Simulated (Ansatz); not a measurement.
BrHTe (SMILES Br[TeH]) moved off its minimum; all values from Ansatz (a first-principles code), cores frozen in correlated methods. Elements past Kr take the def2 small-core potentials, without spin–orbit coupling.
(charge 0, multiplicity 1)
```xyz
3

Te    -0.46422    -0.21676     0.98561
H     -1.52234    -0.95551    -0.45243
Br     0.85613     0.43573    -1.00352
```

Give the forces (eV/Å), the total energy and the dipole at CCSD(T)/def2-TZVPPD.


```json
[
 {"atom": "Te1", "Fx": "-1.734", "Fy": "-1.178", "Fz": "-1.892"},
 {"atom": "H2", "Fx": "0.919", "Fy": "0.716", "Fz": "2.288"},
 {"atom": "Br3", "Fx": "0.815", "Fy": "0.462", "Fz": "-0.396"}
]
```
Energy -2840.3360 hartree, dipole 1.57 D.
